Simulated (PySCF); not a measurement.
C4H7, doublet, geometry from GFN2-xTB; CAMB3LYP/6-31G run with PySCF.

PySCF was given this input:
```python
from pyscf import gto, scf, dft

mol = gto.M(
    atom='''
C     0.007887    1.067741    0.046646
C    -0.007638   -1.033995   -0.045172
C    -1.084676    0.068067    0.007510
C     1.085566    0.052462   -0.002244
H     0.015788    2.137369    0.093374
H    -0.015994   -1.625766   -0.957510
H    -0.008597   -1.703128    0.812083
H    -1.733077    0.040505    0.890341
H    -1.740431    0.117415   -0.868918
H     1.741413    0.015522    0.874726
H     1.734059    0.092432   -0.884534
''',
    basis='6-31g',
    charge=0,
    spin=1,
    verbose=4,
)

mf = dft.UKS(mol)
mf.xc = 'camb3lyp'
mf = mf.newton()
mf.kernel()
```

The log (banner, timings and long lists left out):

```
PySCF version 2.14.0

[INPUT] verbose = 4
[INPUT] num. atoms = 11
[INPUT] num. electrons = 31
[INPUT] charge = 0
[INPUT] spin (= nelec alpha-beta = 2S) = 1
[INPUT] symmetry False subgroup None
[INPUT] Mole.unit = angstrom
[INPUT] Symbol           X                Y                Z      unit          X                Y                Z       unit  Magmom
[INPUT]  1 C      0.007887000000   1.067741000000   0.046646000000 AA    0.014904269944   2.017738061969   0.088148164806 Bohr   0.0
[INPUT]  2 C     -0.007638000000  -1.033995000000  -0.045172000000 AA   -0.014433728139  -1.953967364170  -0.085362708499 Bohr   0.0
[INPUT]  3 C     -1.084676000000   0.068067000000   0.007510000000 AA   -2.049740573889   0.128627988121   0.014191843195 Bohr   0.0
[INPUT]  4 C      1.085566000000   0.052462000000  -0.002244000000 AA    2.051422430140   0.099138811947  -0.004240545424 Bohr   0.0
[INPUT]  5 H      0.015788000000   2.137369000000   0.093374000000 AA    0.029834996055   4.039042037136   0.176451287155 Bohr   0.0
[INPUT]  6 H     -0.015994000000  -1.625766000000  -0.957510000000 AA   -0.030224279636  -3.072252482630  -1.809431661532 Bohr   0.0
[INPUT]  7 H     -0.008597000000  -1.703128000000   0.812083000000 AA   -0.016245975493  -3.218445475078   1.534614460415 Bohr   0.0
[INPUT]  8 H     -1.733077000000   0.040505000000   0.890341000000 AA   -3.275040882783   0.076543356676   1.682500647471 Bohr   0.0
[INPUT]  9 H     -1.740431000000   0.117415000000  -0.868918000000 AA   -3.288937928703   0.221882192916  -1.642017044705 Bohr   0.0
[INPUT] 10 H      1.741413000000   0.015522000000   0.874726000000 AA    3.290793639757   0.029332328905   1.652992574036 Bohr   0.0
[INPUT] 11 H      1.734059000000   0.092432000000  -0.884534000000 AA    3.276896593837   0.174671165146  -1.671527007866 Bohr   0.0

nuclear repulsion = 120.111620481584
number of shells = 34
number of NR pGTOs = 116
number of NR cGTOs = 50
basis = 6-31g
ecp = {}

******** <class 'pyscf.soscf.newton_ah.SecondOrderUKS'> ********
method = SecondOrderUKS
initial guess = minao
damping factor = 0
level_shift factor = 0
DIIS = <class 'pyscf.scf.diis.CDIIS'>
diis_start_cycle = 1
diis_space = 8
diis_damp = 0
SCF conv_tol = 1e-09
SCF conv_tol_grad = None
SCF max_cycles = 50
direct_scf = True
direct_scf_tol = 1e-13
number electrons alpha = 16  beta = 15
XC library pyscf.dft.libxc version 7.1.2
    S. Lehtola, C. Steigemann, M. J. T. Oliveira, and M. A. L. Marques,  SoftwareX 7, 1–5 (2018)
XC functionals = camb3lyp
    T. Yanai, D. P. Tew, and N. C. Handy,  Chem. Phys. Lett. 393, 51 (2004)
radial grids:
    Treutler-Ahlrichs [JCP 102, 346 (1995); DOI:10.1063/1.469408] (M4) radial grids

becke partition: Becke, JCP 88, 2547 (1988); DOI:10.1063/1.454033
pruning grids: <function nwchem_prune>
grids dens level: 3
symmetrized grids: False
atomic radii adjust function: <function treutler_atomic_radii_adjust>
small_rho_cutoff = 0
******** <class 'pyscf.dft.uks.UKS'> Newton solver flags ********
SCF tol = 1e-09
conv_tol_grad = None
max. SCF cycles = 50
direct_scf = True
direct_scf_tol = 1e-13
max_cycle_inner = 12
max_stepsize = 0.05
ah_start_tol = 1e+09
ah_level_shift = 0
ah_conv_tol = 1e-12
ah_lindep = 1e-14
ah_start_cycle = 1
ah_max_cycle = 40
ah_grad_trust_region = 2.5
kf_interval = 4
kf_trust_region = 5
canonicalization = True
Set conv_tol_grad to 3.16228e-05
tot grids = 125128

Initial guess E= -156.382574103846  |g|= 0.162024
macro= 0  E= -156.401439855936  delta_E= -0.0188658  |g|= 5.65217e-05  4 KF 15 JK
macro= 1  E= -156.401439855935  delta_E= 3.41061e-13  |g|= 5.84417e-06  1 KF 2 JK
Canonicalize SCF orbitals
macro X = 2  E=-156.401439855935  |g|= 5.84417e-06  total 6 KF 20 JK
converged SCF energy = -156.401439855935  <S^2> = 0.75470641  2S+1 = 2.0047009
```
